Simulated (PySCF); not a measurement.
Computed properties of Si(F)(Cl)(Br)(NH2) (BrClFH₂NSi), SMILES N[Si](F)(Cl)Br

Si(F)(Cl)(Br)(NH2) (BrClFH₂NSi), SMILES Br[Si](F)(Cl)N. Geometry optimised at ωB97X-D3(BJ)/def2-SVP. The structure was generated by enumeration, and PubChem lists no compound with its InChIKey, so it may never have been made. One conformer was computed; it need not be the lowest. All values are computed for the isolated molecule unless a solvent is named; none is compared with measurement here.

**Structure.** All 15 harmonic modes at ωB97X-D3(BJ)/def2-SVP (PySCF) are real, so it is a minimum. With heavy atoms numbered as in [NH2:1][Si:2]([F:3])([Cl:4])[Br:5], the shortest bond between them is Si2–F3 at 1.617 Å and the longest Si2–Br5 at 2.190 Å.

**Vibrations.** The strongest infrared lines (harmonic, unscaled, degenerate partners summed) lie at 817 cm⁻¹ (184 km/mol, H 65 %, N 18 %, Si 16 %), 985 cm⁻¹ (156 km/mol, Si 47 %, N 27 %, F 18 %), 875 cm⁻¹ (155 km/mol, F 38 %, Si 35 %, N 22 %). The softest mode is at 118 cm⁻¹ and the zero-point energy is 20.3 kcal/mol.

**Electronic structure.** HF/def2-TZVP (PySCF) places the frontier levels at -11.79 and 3.20 eV, a gap of 14.99 eV, and gives a dipole moment of 2.74 D and a mean polarisability of 54.2 bohr³. PBE/def2-TZVP (PySCF) at the same geometry gives -6.90 and -0.88 eV, so its gap is 8.97 eV narrower. An orbital gap is neither the optical nor the fundamental gap.

**Excitations.** TDDFT-PBE0/def2-SVPD (PySCF) has S1 at 6.87 eV (181 nm, f = 0.015, weak); the most intense of the 10 singlets computed lies at 7.30 eV (f = 0.05). T1 (TDA) is at 6.49 eV. TDDFT-PBE/def2-SVPD (PySCF) puts S1 at 5.94 eV. No vertical singlet excitation falls in the visible range (under 3.1 eV).

**NMR.** GIAO shifts at HF/pcSseg-1 (PySCF) (non-relativistic, atoms alike by connectivity averaged): ¹H at 2.2 ppm against TMS; ²⁹Si at -20.1 ppm against TMS; ¹⁹F at -69.8 ppm against CFCl3. Without spin–orbit terms, shifts of atoms bonded to Cl or Br come out too high.

**Solvation.** SMD-PBE0/def2-SVP (PySCF) gives -3.4 kcal/mol in water, -6.0 kcal/mol in cyclohexanone, -6.6 kcal/mol in dichloromethane (1 M in both phases, gas-phase geometry); of these solvents dichloromethane holds the molecule best.
